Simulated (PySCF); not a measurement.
Computed shifts of a molecule C₄H₉ClSi, B3LYP/pcSseg-1 (PySCF), GIAO, gas phase, atoms alike by connectivity averaged where their shifts nearly agree, in ppm (number of nuclei): ²⁹Si: -67.2 (1). ¹³C: 48.4 (1), 20.8 (1), 19.8 (1), 11.9 (1). ¹H: 4.11 (3), 3.35 (1), 1.42 (1), 1.28 (1), 1.09 (1), 0.94 (1), 0.47 (1). References: ²⁹Si against TMS (σ = 338.7 ppm); ¹³C against TMS (σ = 181.3 ppm); ³⁵Cl against HCl (σ = 933.3 ppm); ¹H against TMS (σ = 31.68 ppm), references at their B3LYP-D3(BJ)/def2-TZVP geometries, non-relativistic (without spin–orbit terms, shifts of atoms bonded to Cl or Br come out too high). Geometry: B3LYP-D3(BJ)/def2-SVP. Other conformers were not sampled.

Pick the molecule that these values belong to.
A) [SiH3]C[C@@H]1C[C@@H]1Cl
B) C/C=C(\Cl)C[SiH3]
C) CC1([SiH2]Cl)CC1
D) C=C(Cl)[SiH](C)C

A, [SiH3]C[C@@H]1C[C@@H]1Cl
